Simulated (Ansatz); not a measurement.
Stepwise reaction of `[F][Al]([F])[SH]` with hydrogen chloride, as a gas-phase model of exchange steps in deposition or etching. ΔE in kJ/mol; ΔG adds harmonic PBE0-D4 terms to CCSD(T)/CBS, at 1 bar.

Calculated with Ansatz (gas phase, PBE0-D4/def2-TZVP geometries, no zero-point term in ΔE). CCSD(T)/CBS adds triple-zeta CCSD(T) − MP2 to the extrapolated MP2 energy (def2 sets, frozen cores). This one scheme is used for every species. Functionals use def2-TZVPP. B3LYP here is the variant with VWN-RPA as its local correlation; programs differ in this. Each species was taken in one conformer, which may not be the lowest.

```
step                                              reaction  PBE-D4  B3LYP-D4  ωB97M-V  CCSD(T)/CBS  ΔG(600 K)
   1  `[F][Al]([F])[SH]` + HCl → `[F][Al]([SH])[Cl]` + H–F    17.3      23.3     20.6         19.0       24.8
```

(1) Give the row of step 2, `[F][Al]([SH])[Cl]` + HCl → `[SH][Al]([Cl])[Cl]` + H–F. (An estimate is asked.)

(2) By hand: ΔE of the 2 steps together at CCSD(T)/CBS.

Answers

(1) Ansatz gave: 
| step | reaction | PBE-D4 | B3LYP-D4 | ωB97M-V | CCSD(T)/CBS | ΔG(600 K) |
| --- | --- | --- | --- | --- | --- | --- |
| 2 | `[F][Al]([SH])[Cl]` + HCl → `[SH][Al]([Cl])[Cl]` + H–F | 17.3 | 23.3 | 20.9 | 18.5 | 24.3 |

(2) (19.0) + (18.5) = 37.5 kJ/mol, or 18.8 kJ/mol a step.

In ΔE the steps differ by no more than 0.5 kJ/mol. All are uphill at CCSD(T)/CBS. ΔG lies between 24.3 and 24.8 kJ/mol a step. PBE-D4 differs from CCSD(T)/CBS by -1.7 to -1.2 kJ/mol a step. Isolated molecules leave out the surface, adducts and barriers. Largest T1 diagnostic: 0.012.
